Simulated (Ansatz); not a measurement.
Input file for C2H8AlBSi, SMILES `[AlH2]/[CH]=C/B[SiH3]`:

```yaml
crystal:
  periodic: [false, false, false]
  atoms:
    - {symbol: Al, position_ang: [-0.809900, 2.990295, 0.848134]}
    - {symbol: C, position_ang: [-1.085181, 1.191457, 0.130127]}
    - {symbol: C, position_ang: [-0.035799, 0.417281, -0.233965]}
    - {symbol: B, position_ang: [-0.228089, -1.074857, -0.561587]}
    - {symbol: Si, position_ang: [1.213023, -2.473675, -0.383114]}
    - {symbol: H, position_ang: [-2.013123, 3.840949, 1.433373]}
    - {symbol: H, position_ang: [0.675843, 3.543697, 0.817987]}
    - {symbol: H, position_ang: [-2.070448, 0.730277, 0.034064]}
    - {symbol: H, position_ang: [0.966305, 0.845434, -0.155063]}
    - {symbol: H, position_ang: [-1.326676, -1.431625, -0.889017]}
    - {symbol: H, position_ang: [1.380008, -3.200587, -1.676039]}
    - {symbol: H, position_ang: [2.543483, -1.929631, 0.010918]}
    - {symbol: H, position_ang: [0.811054, -3.483714, 0.638982]}
basis:
  gaussian: {orbitals: def2-TZVPP}
correlation: {method: ccsd_t}
```

```sh
$ ansatz run in.yaml --threads 4 --pin off --events-out ev --progress --plain --max-ram 10444MiB
```

Output of Ansatz, abridged:

```
Functional definition: HF
1671 factors; integrals over basis functions are off by at most 1.1e-3 eV
mean field evaluation 1: about -17300.5735 eV, gradient 3.1e1 eV
mean field evaluation 2: about -17300.7838 eV, gradient 3.1e1 eV
mean field evaluation 4: about -17304.2675 eV, gradient 4.0e0 eV
mean field evaluation 8: about -17304.3381 eV, gradient 1.7e-1 eV
mean field -17304.33833668 eV, -635.9227045712 hartree, gradient 2.7e-6 eV, S^2 0.000000; 0 other end points of the search recorded, 0 dependent functions left out; unrestricted orbitals would lower it
mean field evaluation 32: about -17304.2716 eV, gradient 1.7e0 eV
13 core orbitals not correlated: weight in the atoms' cores, before any rotation towards them, 1.000 or more for the frozen orbitals, at most 0.000 for the correlated occupied ones
reference -17304.33833668 eV, -635.9227045712 hartree; 13, 13 occupied and 263, 263 virtual orbitals, 1671 factors
second order -16.91921009 eV of doubles, -0.00000000 eV of singles
cycle   1  -18.03820378 eV  change    -1.1e0 eV  update   1.0e-1
cycle   2  -18.65016684 eV  change   -6.1e-1 eV  update   3.4e-2
cycle   3  -18.74218393 eV  change   -9.2e-2 eV  update   1.4e-2
cycle   4  -18.73574398 eV  change    6.4e-3 eV  update   4.2e-3
cycle   5  -18.73554033 eV  change    2.0e-4 eV  update   1.8e-3
cycle   6  -18.73533725 eV  change    2.0e-4 eV  update   6.2e-4
cycle   7  -18.73523832 eV  change    9.9e-5 eV  update   2.8e-4
cycle   8  -18.73533676 eV  change   -9.8e-5 eV  update   1.5e-4
cycle   9  -18.73535105 eV  change   -1.4e-5 eV  update   7.5e-5
cycle  10  -18.73530558 eV  change    4.5e-5 eV  update   3.8e-5
cycle  11  -18.73531446 eV  change   -8.9e-6 eV  update   1.8e-5
perturbative correction -0.77851334 eV, -0.0286098375 hartree
Total energy: -17323.85216448 eV, -636.6398245159 hartree
```

Hardware: 4 threads of an AMD EPYC 9R45 on a shared host. Wall time 50 s, peak host memory 8.4 GiB.

The correlation energy is -19.514 eV, 4.0 % of it from (T); the T1 diagnostic reads 0.0125.
